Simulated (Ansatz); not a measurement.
Question: Predict a relaxed structure of cyclo-(F2GeSe)2 (Ge₂Se₂F₄), charge 0, singlet, at r2SCAN-D4/def2-SVP (Ansatz).

Answer: 
```xyz
8

Ge    0.050   -1.053    1.028
F    -0.132   -2.758    0.847
F     0.305   -0.895    2.727
Se    1.802   -0.167   -0.258
Ge   -0.050    1.052   -1.028
F     0.133    2.757   -0.842
F    -0.305    0.900   -2.728
Se   -1.803    0.163    0.254
```
Point group D2h (tolerance 0.1 Å). This is one stationary point.
